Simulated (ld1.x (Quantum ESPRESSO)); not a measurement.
**Co: excitation energies, all-electron against PAW**

- Element: Co
- Generator: ld1.x (Quantum ESPRESSO) 7.5
- Type: PAW
- Functional: PBE
- Relativity: scalar-relativistic
- Frozen core: [Ne]
- Valence charge: 17
- Reference configuration: 3s2 3p6 3d7 4s1 4p0 (charge +1)
- Partial waves: 3s (bound): rcut 1.05, rcutus 1.40 bohr; 4s (bound): rcut 1.05, rcutus 1.40 bohr; 3p (bound): rcut 1.10, rcutus 1.30 bohr; 4p (bound, empty): rcut 1.10, rcutus 1.30 bohr; 3d (bound): rcut 1.25, rcutus 1.45 bohr; 3d channel at 1.8 Ry: rcut 1.25, rcutus 1.45 bohr
- Local potential: all-electron potential smoothed inside 1.25 bohr (lloc = -1)
- Core correction: a·sin(br)/r model core inside 1.15 bohr
- Augmentation charge: BESSEL, radius 1.10 bohr

Energies are relative to the spin-unpolarised reference configuration 3s2 3p6 3d7 4s1 4p0; without spin polarisation the order of configurations can differ from experiment.

| valence configuration | charge | ΔE all-electron (eV) | error AE − PS (meV) |
| --- | --- | --- | --- |
| 3s2 3p6 3d7 4s2 4p0 | 0 | -9.030 | +0.8 |
| 3s2 3p6 3d6 4s0 4p0 | +3 | 52.656 | -0.8 |
| 3s2 3p6 3d6 4s2 4p1 | 0 | 0.630 | -0.6 |
| 3s2 3p6 3d6 4s2 4p0 | +1 | 6.152 | -1.7 |
| 3s2 3p5 3d7 4s2 4p0 | +1 | 64.493 | -31 |

What are ΔE and the potential's error for 3s2 3p6 3d7 4s0 4p1?

ΔE = 5.369 eV all-electron; the error (AE − PS) is -0.2 meV.

What are ΔE and the potential's error for 3s2 3p6 3d7 4s0 4p0?

ΔE = 16.786 eV all-electron; the error (AE − PS) is -1.6 meV.

Levels in the configuration 3s2 3p6 3d7 4s0 4p1:

```
level  all-electron (eV)  pseudo (eV)
   3s           -112.797     -112.793
   3p            -76.043      -76.041
   3d            -18.463      -18.461
   4p             -8.250       -8.250
```
